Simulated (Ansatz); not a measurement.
## Ansatz (development build ahead of 0.2.0) run

```yaml
crystal:
  periodic: [false, false, false]
  atoms:
    - { symbol: H, position_ang: [2.25, 0.0, 0.0] }
    - { symbol: H, position_ang: [2.02718, 0.97624, 0.0] }
    - { symbol: H, position_ang: [1.40285, 1.75912, 0.0] }
    - { symbol: H, position_ang: [0.50067, 2.19359, 0.0] }
    - { symbol: H, position_ang: [-0.50067, 2.19359, 0.0] }
    - { symbol: H, position_ang: [-1.40285, 1.75912, 0.0] }
    - { symbol: H, position_ang: [-2.02718, 0.97624, 0.0] }
    - { symbol: H, position_ang: [-2.25, 0.0, 0.0] }
    - { symbol: H, position_ang: [-2.02718, -0.97624, 0.0] }
    - { symbol: H, position_ang: [-1.40285, -1.75912, 0.0] }
    - { symbol: H, position_ang: [-0.50067, -2.19359, 0.0] }
    - { symbol: H, position_ang: [0.50067, -2.19359, 0.0] }
    - { symbol: H, position_ang: [1.40285, -1.75912, 0.0] }
    - { symbol: H, position_ang: [2.02718, -0.97624, 0.0] }
basis:
  gaussian: { orbitals: cc-pVDZ }
hamiltonian:
  xc: hf
correlation:
  method: mp2
  frozen_orbitals: { H: 0 }
```

The input is written out in the form of the current development build from the run's settings.

The run gave:

| Item | Value |
| --- | --- |
| Converged | yes |
| Reference energy | -7.52748 hartree |
| Correlation energy | -0.28745 hartree |
| Total energy | -7.81494 hartree |
| Spin squared of the determinant | 0.000 |

Caution: bonds are stretched, where a single reference can fail; stretched shape with no unrestricted run beside it, a lower state can exist.
